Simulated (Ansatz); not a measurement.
Input file for Ansatz (a program for electronic structure): U-CCSD(T)/aug-cc-pVTZ on BH2 (SMILES [BH2]), 2S+1 = 2, atoms moved off the minimum.

Ansatz 0.2 input:
```yaml
crystal:
  periodic: [false, false, false]
  atoms:
    - {symbol: B, position_ang: [0.00488006, 0.14681759, -0.00701293]}
    - {symbol: H, position_ang: [-1.07458319, -0.28709708, 0.05994168]}
    - {symbol: H, position_ang: [1.07038641, -0.37302388, -0.10372689]}
basis:
  gaussian:
    orbitals: aug-cc-pVTZ
magnetization: {spin_polarized: true, initial_magnetization: 1}
correlation: {method: ccsd_t, electrons: outside_noble_gas}
scf: {omitted_lower_state_checks: [cluster_reference]}
output: {forces: true}
```

Give the final energy of this run.

-25.8638 hartree (reference determinant -25.7601, T1 diagnostic 0.010).

How many basis functions does it have, and what does it roughly cost on one machine?

92 functions; roughly 15 core-seconds.
